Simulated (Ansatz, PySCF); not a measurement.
Two conformers of C2H8BN (SMILES CBNC), B3LYP-D3(BJ)/def2-TZVP minima.
Conformer 1 (charge 0, multiplicity 1):
| atom | x (Å) | y (Å) | z (Å) |
|---|---|---|---|
| C | -1.9975 | -0.1466 | -0.1441 |
| B | -0.5252 | 0.2033 | -0.5716 |
| N | 0.5713 | -0.1577 | 0.2051 |
| C | 1.9718 | 0.1041 | -0.0763 |
| H | -2.0715 | -0.6890 | 0.8027 |
| H | -2.5994 | 0.7637 | -0.0554 |
| H | -2.4890 | -0.7501 | -0.9141 |
| H | -0.3013 | 0.7973 | -1.5885 |
| H | 0.4162 | -0.6586 | 1.0684 |
| H | 2.5441 | -0.8237 | -0.1644 |
| H | 2.4319 | 0.7134 | 0.7067 |
| H | 2.0486 | 0.6437 | -1.0185 |
Conformer 2 (charge 0, multiplicity 1):
| atom | x (Å) | y (Å) | z (Å) |
|---|---|---|---|
| C | -1.5458 | 0.6297 | -0.0520 |
| B | -0.6603 | -0.5404 | 0.5137 |
| N | 0.6864 | -0.7416 | 0.2124 |
| C | 1.5615 | 0.0337 | -0.6501 |
| H | -1.9581 | 1.2158 | 0.7763 |
| H | -1.0473 | 1.3227 | -0.7315 |
| H | -2.4143 | 0.2174 | -0.5763 |
| H | -1.1469 | -1.3390 | 1.2641 |
| H | 1.1484 | -1.5298 | 0.6390 |
| H | 1.0118 | 0.8650 | -1.0841 |
| H | 1.9554 | -0.5756 | -1.4682 |
| H | 2.4092 | 0.4423 | -0.0931 |

No zero-point or thermal terms.

Rows in 6-31G* carry no dispersion term and start afresh at each structure (6-31G* with six Cartesian d functions).

Run with Ansatz (Gaussian basis) for Hartree–Fock, density functionals and correlated methods; PySCF for 6-31G* rows. Values without a source in brackets are computed.

Task: What electronic energy of conformer 2 less that of conformer 1 does SVWN5/def2-TZVPP give?

Result: 0.6 kcal/mol

Ansatz is a first-principles code.
